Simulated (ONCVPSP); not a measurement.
## An all-electron radial function and its pseudo partner (boron)

Columns: radius, all-electron u(r) and pseudo u(r) of the 2p shell (level -3.55 eV) of boron in the configuration [He] 2s2 2p1; Wu-Cohen, scalar-relativistic, ONCV scheme, ONCVPSP 4.0.1.

```json
{"r (bohr)": "0.152", "all-electron": "0.0557", "pseudo": "0.0199"}
{"r (bohr)": "0.305", "all-electron": "0.1624", "pseudo": "0.0772"}
{"r (bohr)": "0.458", "all-electron": "0.2737", "pseudo": "0.1637"}
{"r (bohr)": "0.610", "all-electron": "0.3716", "pseudo": "0.2668"}
{"r (bohr)": "0.762", "all-electron": "0.4526", "pseudo": "0.3740"}
{"r (bohr)": "0.915", "all-electron": "0.5176", "pseudo": "0.4740"}
{"r (bohr)": "1.068", "all-electron": "0.5660", "pseudo": "0.5565"}
{"r (bohr)": "1.220", "all-electron": "0.5987", "pseudo": "0.6159"}
{"r (bohr)": "1.372", "all-electron": "0.6180", "pseudo": "0.6517"}
{"r (bohr)": "1.525", "all-electron": "0.6263", "pseudo": "0.6660"}
{"r (bohr)": "1.678", "all-electron": "0.6254", "pseudo": "0.6630"}
{"r (bohr)": "1.830", "all-electron": "0.6175", "pseudo": "0.6480"}
{"r (bohr)": "1.982", "all-electron": "0.6041", "pseudo": "0.6257"}
{"r (bohr)": "2.135", "all-electron": "0.5864", "pseudo": "0.5997"}
{"r (bohr)": "2.288", "all-electron": "0.5655", "pseudo": "0.5726"}
{"r (bohr)": "2.440", "all-electron": "0.5425", "pseudo": "0.5456"}
{"r (bohr)": "2.592", "all-electron": "0.5180", "pseudo": "0.5191"}
{"r (bohr)": "2.745", "all-electron": "0.4924", "pseudo": "0.4926"}
{"r (bohr)": "2.898", "all-electron": "0.4663", "pseudo": "0.4663"}
{"r (bohr)": "3.050", "all-electron": "0.4404", "pseudo": "0.4404"}
{"r (bohr)": "3.202", "all-electron": "0.4148", "pseudo": "0.4148"}
{"r (bohr)": "3.355", "all-electron": "0.3898", "pseudo": "0.3898"}
{"r (bohr)": "3.508", "all-electron": "0.3657", "pseudo": "0.3657"}
{"r (bohr)": "3.660", "all-electron": "0.3428", "pseudo": "0.3428"}
{"r (bohr)": "3.812", "all-electron": "0.3210", "pseudo": "0.3210"}
{"r (bohr)": "3.965", "all-electron": "0.3003", "pseudo": "0.3003"}
```

(1) How many radial nodes do the two functions have?

(2) At about which radius was the pseudo-wave matched?

(3) Where does each function peak?

(4) Is the pseudo-wave norm-conserving?

Answers

(1) The all-electron 2p function has n − l − 1 = 0; the pseudo-wave has 0.

(2) 3.05 bohr. The columns agree to 0.0005 from 2.75 bohr on; several derivatives are matched, so the curves merge somewhat inside the radius.

(3) Outermost all-electron maximum near 1.52 bohr, pseudo maximum near 1.52 bohr (to the table’s step).

(4) Yes: the ONCV scheme keeps the norm inside the radius equal to the all-electron one, which fixes the energy derivative of the logarithmic derivative at the level.
